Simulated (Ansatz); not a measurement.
System: GaCl (charge 0, singlet). 
Structure (B3LYP-D3(BJ)/def2-TZVP (Ansatz, a program for electronic structure) minimum search):
SMILES: [Cl][Ga]
```xyz
2

Ga     0.0000     0.0000    -0.7929
Cl     0.0000     0.0000     1.4460
```
Charge 0, spin multiplicity 1.

Property: vertical ionisation energy (to the doublet state of charge +1; each state is the SCF solution reached for its spin), in eV. Correlated levels leave the core frozen unless marked. Open shells are spin-unrestricted. Spin-orbit coupling is left out. Frozen are the shells of the preceding noble gas and the d and f shells that filled before the atom's block. No relativistic terms. CBS marks a two-point X^-3 extrapolation of the correlation energy; Hartree-Fock from the larger set.

```
level                                 program  vertical ionisation energy (eV)
------------------------------------  -------  -------------------------------
SVWN5/def2-TZVPD                       Ansatz                       (withheld)
PBE/def2-TZVPD                         Ansatz                             9.84
r2SCAN/def2-TZVPD                      Ansatz                             9.87
PBE0/def2-TZVPD                        Ansatz                             9.84
BHLYP/def2-TZVPD                       Ansatz                       (withheld)
CAM-B3LYP/def2-TZVPD                   Ansatz                            10.03
wB97M-V/def2-TZVPD                     Ansatz                             9.95
CCSD/def2-SVPD                         Ansatz                       (withheld)
CCSD/def2-TZVPPD                       Ansatz                       (withheld)
CCSD/def2-QZVPPD                       Ansatz                             9.75
CCSD(T)/CBS(def2-TZVPPD,def2-QZVPPD)   Ansatz                             9.81
```

Q: Complete the blanks.

A: 
- SVWN5/def2-TZVPD, vertical ionisation energy (eV): 10.12
- BHLYP/def2-TZVPD, vertical ionisation energy (eV): 9.83
- CCSD/def2-SVPD, vertical ionisation energy (eV): 9.68
- CCSD/def2-TZVPPD, vertical ionisation energy (eV): 9.69
